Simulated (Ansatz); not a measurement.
This geometry of CH6GeN2O (11 atoms, charge 0, multiplicity 1) is a first-order saddle point.

Method: RKS PBE/def2-SVP (Ansatz 0.2.0).

```xyz
11
Properties=species:S:1:pos:R:3
N 1.046 0.879 1.493
C -0.040 0.823 0.815
O -0.870 1.894 0.793
Ge -0.729 -0.693 -0.307
N 0.455 -1.240 -1.631
H 1.579 -0.002 1.433
H -0.440 2.571 1.368
H -2.049 -0.295 -1.009
H -0.909 -1.920 0.625
H 1.349 -1.582 -1.258
H 0.673 -0.493 -2.302
```

(1) Which two structures does it join? (They come from a converged band through this point; their orientation in space is the band's.)

(2) How far does it lie above each of them?

Answers

(1) No bond is made or broken. The dihedral O3–C2–Ge4–H8 goes from -66 to 62°.

First end point:

```xyz
11
Properties=species:S:1:pos:R:3
N 0.340 0.818 2.077
C 0.004 0.777 0.843
O 0.006 1.918 0.106
Ge -0.561 -0.799 -0.260
N 0.391 -1.089 -1.827
H 0.300 -0.116 2.510
H 0.290 2.629 0.729
H -2.046 -0.620 -0.669
H -0.357 -2.044 0.645
H 1.394 -1.230 -1.655
H 0.306 -0.300 -2.479
```

Last end point:

```xyz
11
Properties=species:S:1:pos:R:3
N 1.131 1.269 0.800
C -0.074 0.835 0.799
O -1.003 1.386 1.615
Ge -0.790 -0.650 -0.333
N 0.560 -1.341 -1.397
H 1.697 0.738 0.119
H -0.532 2.096 2.113
H -1.893 -0.116 -1.279
H -1.309 -1.801 0.563
H 1.334 -1.781 -0.890
H 0.944 -0.691 -2.091
```

(2) 0.046 eV above the first and 0.072 eV above the second. This is the barrier of this one path; another mechanism may lie lower.

Run time: 90 s on 2 threads of Intel(R) Xeon(R) Platinum 8488C (Sapphire Rapids), with other jobs on the host, peak memory 0.19 GiB.
